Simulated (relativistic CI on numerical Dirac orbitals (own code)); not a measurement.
## Ligand-field terms of d4

Computed with a parametric ligand-field model of a d^n configuration (Racah B and C, spin-orbit zeta, crystal field), exact diagonalisation.

Field parameters in Wybourne normalisation: Td as Oh with Dq negative (B⁴₀ = 21Dq, B⁴₄ = √(5/14) B⁴₀). The field is a parameter set, without covalency.

B = 910 cm⁻¹, C = 3420 cm⁻¹ (C/B = 3.76), Td, no spin-orbit coupling. Tanabe-Sugano data, E/B above the lowest term (Δ = |10Dq|; b, c mark the second and third term of a kind):

```csv
Δ/B,5T2,5E,3T1,3T2,3T1(b),1A1,1T1
1.0,0.00,1.00,18.76,19.09,19.70,27.60,28.07
2.8,0.00,2.80,17.68,18.86,19.97,24.77,26.64
4.6,0.00,4.60,16.26,18.33,19.99,21.63,25.04
6.4,0.00,6.40,14.72,17.57,20.00,18.39,23.40
8.2,0.00,8.20,13.11,16.60,20.00,15.06,21.72
10.0,0.00,10.00,11.48,15.48,20.01,11.68,20.02
11.8,0.00,11.80,9.81,14.25,20.02,8.28,18.31
13.6,0.00,13.60,8.13,12.93,20.03,4.84,16.58
15.4,0.00,15.40,6.45,11.54,20.03,1.41,14.86
17.2,2.06,19.26,6.80,12.15,22.10,0.00,15.17
19.0,5.54,24.54,8.57,14.14,25.58,0.00,16.91
20.8,9.03,29.84,10.34,16.10,29.08,0.00,18.65
```

The ground term changes from 5T2 to 1A1 between Δ/B = 15.4 and 17.2.
